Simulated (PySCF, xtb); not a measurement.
Zn(NH3)4 (H₁₂N₄Zn), SMILES [NH3]->[Zn+2](<-[NH3])(<-[NH3])<-[NH3], charge +2.

GFN2-xTB (xtb) at its own geometry gives an orbital gap of 6.66 eV.

The structure is a stationary point at ωB97X-D3(BJ)/def2-SVP. The isomer is the one that the SMILES or the coordinates give; other isomers of the formula were not compared.

**Question.** What does PBE/def2-TZVP in PySCF give? (An estimate is asked for; the answer gives what the named calculation found.)

**Answer.** gap 7.33 eV (levels -16.82 and -9.49 eV).
